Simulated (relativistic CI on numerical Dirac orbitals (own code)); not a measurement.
d1 to d9 in one octahedral field

Computed with a parametric ligand-field model without spin-orbit coupling, by exact diagonalisation: B = 620, C = 2880, 10Dq = 21800 cm⁻¹ (Oh; |10Dq|/B = 35.2) for every shell. Energies in cm⁻¹; the field energy is (0.6 n_e − 0.4 n_t2) × 10Dq of the ground term; g labels are left out.

```csv
Shell,Ground term,Electrons in e,Field energy,First spin-allowed bands,Lowest term of other spin
d1,2T2,0.000,-8720,2E 21800,
d2,3T1,0.017,-17059,"3T2 20436, 3T1 28373",1T2 9761
d3,4A2,0.000,-26160,"4T2 21800, 4T1 28428",2E 13379
d4,3T1,0.029,-34244,"3E 19246, 3T1 19995",5E 4578
d5,?,?,?,?,?
d6,1A1,0.041,-51436,"1T1 19894, 1T2 28154",3T1 13760
d7,2E,1.029,-38609,"2T1 19737, 2T2 20408",4T1 8201
d8,3A2,2.000,-26160,"3T2 21800, 3T1 28428",1E 10616
d9,2E,3.000,-13080,2T2 21800,
```

(1) Fill in the row of d5.

Answers

(1) Ground term: 2T2; Electrons in e: 0.052; Field energy: -42464; First spin-allowed bands: 2A2 18485, 2T1 18692; Lowest term of other spin: 6A1 7273. Low spin: d4, d5, d6, d7; the other shells keep the spin of the free ion. Only d4 to d7 can choose; the field needed to pair spins is smallest for d6 and largest for d5, which loses most exchange energy. In the strong-field picture 10Dq must exceed about 6B + 5C = 18120 (d4), 7.5B + 5C = 19050 (d5), 2.5B + 4C = 13070 (d6) and 4B + 4C = 14000 (d7); mixing of terms shifts these bounds somewhat.
